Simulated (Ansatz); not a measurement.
`O=C[BH][GeH3]` + HCl → `O=CBCl` + GeH₄  (cleavage of the B–Ge bond)

Computed with Ansatz on PBE0-D4/def2-TZVP structures; ΔE is electronic, products minus reactants. CCSD(T)/CBS is the MP2 limit (def2-TZVPP, def2-QZVPP) plus CCSD(T) − MP2 in def2-TZVPP, frozen cores. This one scheme is used for every species. DFT in def2-TZVPP. For Ge outer-core shells are correlated without core-valence functions, which leaves a few kJ/mol of doubt a bond. Scalar relativity is left out up to krypton. One conformer a species, not always the lowest.

(1) Is it downhill or uphill in electronic energy at CCSD(T)/CBS, and by how much? (An estimate is asked.)

(2) What do these levels give: LDA (SPW92), revPBE-D4, r2SCANh-D4, PBE-QIDH, PBE, r2SCAN? (An estimate is asked.)

Largest T1 diagnostic among the species: 0.018.

Results:

(1) Ansatz gave: Downhill: ΔE = -92.6 kJ/mol.

(2) Computed: LDA (SPW92) -80.0, revPBE-D4 -84.4, r2SCANh-D4 -91.8, PBE-QIDH -97.4, PBE -84.6, r2SCAN -89.6 kJ/mol.

At CCSD(T), def2-SVP lies −22.8 kJ/mol from the extrapolated value and def2-TZVPP −2.3 kJ/mol. From PBE to PBE0 (25 % exact exchange), in def2-TZVPP and without D4, ΔE moves by −8.5 kJ/mol.
